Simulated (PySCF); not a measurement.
Numbering as in the mapped SMILES `[O:1]=[C:2]1[CH2:3][CH2:4][C:5](=[O:6])[NH:7]1` (H(Xn): hydrogen on atom n).

Isolated molecule, single conformer, no relativistic terms, equivalent nuclei averaged. σ from GIAO-PBE0/pcSseg-1; couplings computed with B3LYP/pcJ-1 (spin–dipole term only in couplings to heteroatoms); geometry: PBE0-D3(BJ)/def2-SVP; PySCF.

Q: Predict the 2D correlation tables (HSQC, COSY, HMBC).

A: 

HSQC (one-bond C–H):
```tsv
δH	δC	$^{1}J$(C,H) (Hz)
2.43 (H(C3)/H(C4))	30.5 (C3/C4)	140
```

HMBC (two and three bonds, |J| ≥ 2.5 Hz):
```tsv
δH	δC [abs. J in Hz]
6.33 (H(N7))	177.0 (C2/C5) [3.8], 30.5 (C3/C4) [6.9]
2.43 (H(C3)/H(C4))	177.0 (C2/C5) [6.7]
```

No COSY cross peaks are expected.

Chemical shifts δ = σref − σ; $^{1}$H and $^{13}$C against TMS, all at this level.

OH and NH positions are those of a molecule without intermolecular hydrogen bonds; in solution they move with solvent, concentration and temperature, and exchange usually removes their couplings. Shifts are as computed. Against solution values, carbons near 30 ppm lie about +2 ppm off and those near 130 ppm about +5 ppm. Of 1211 compounds with measured shifts, 218 miss one by over three times the rms of a fit or turn the order of signals round; such compounds aren't used in these exercises. Hydrogen bonding in solution deshields acid and N–H amide carbonyl carbons by as much as 10 ppm beyond these values.
